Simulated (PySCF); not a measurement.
Ta(S)(F)2(OH) (F2HOSTa), SMILES [OH][Ta]([F])([F])=[S], multiplicity 1.

Coordinates come from a B3LYP-D3(BJ)/def2-SVP optimisation. The spin state was assumed, not searched. The structure was generated by enumeration; whether it is a known compound was not checked. The def2 effective core potentials stand for the cores of Ta; spin–orbit coupling is left out. Other conformers were not sampled.

Two levels are set side by side: PBE/def2-TZVP (PySCF) and ωB97X/def2-TZVP (PySCF). Same geometry, gas phase. Differences are taken from unrounded values.

| quantity | ωB97X |
|---|---|
| orbital gap (eV) | 10.46 |
| highest occupied level (eV) | -10.26 |
| lowest empty level (eV) | 0.19 |
| dipole moment (D) | 2.90 |
| mean polarisability (bohr³) | 58.2 |

Task: What does PBE give, and how far is it from ωB97X? (Estimate from the structure and the level; the computed values follow.)

Result: 
| quantity | PBE | PBE minus ωB97X |
|---|---|---|
| orbital gap (eV) | 4.08 | -6.37 |
| highest occupied level (eV) | -6.78 | 3.49 |
| lowest empty level (eV) | -2.69 | -2.89 |
| dipole moment (D) | 2.73 | -0.17 |
| mean polarisability (bohr³) | 61.0 | 2.9 |

PBE's occupied levels lie high since its potential decays too fast outside the molecule; exact exchange lowers them and widens the gap. Loosely held outer electrons make PBE densities more polarisable. Differences between two approximate levels are no errors against the true value.

Rough cost on one machine, each run with all the roots and properties that it gave: ωB97X against PBE within a factor of 2.
